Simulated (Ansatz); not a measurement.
Calculated with Ansatz (gas phase, PBE0-D4/def2-TZVP geometries, no zero-point term in ΔE). CCSD(T)/CBS is the MP2 limit (def2-TZVPP, def2-QZVPP) plus CCSD(T) − MP2 in def2-TZVPP, frozen cores. DFT in def2-TZVPP. B3LYP here is the variant with VWN-RPA as its local correlation; programs differ in this. def2 core potentials past Kr. For Br, Ge, I outer-core shells are correlated without core-valence functions, which leaves a few kJ/mol of doubt a bond. Scalar relativity is left out up to krypton. Each species was taken in one conformer, which may not be the lowest.

`C[O][GeH2][I]` + `N[SiH](O)Br` → `CN[SiH](O)Br` + `[OH][GeH2][I]`  (substitution at a C–O bond)

Q: Is it downhill or uphill in electronic energy at CCSD(T)/CBS, and by how much? (An estimate is asked.)

A: Ansatz gave: Downhill: ΔE = -21.3 kJ/mol.

Q: What do these levels give: PBE-D4, PBE0-D4, PBE0, B3LYP, HF/CBS(def2), MP2/CBS(def2)? (An estimate is asked.)

A: Computed: PBE-D4 -24.1, PBE0-D4 -24.0, PBE0 -22.5, B3LYP -18.7, HF/CBS(def2) -15.4, MP2/CBS(def2) -23.7 kJ/mol.

Largest T1 diagnostic among the species: 0.010.

In def2-TZVPP, CCSD(T) changes the Hartree–Fock value by −5.5 kJ/mol (the triples alone add −0.5 kJ/mol) and MP2 by −7.9 kJ/mol.
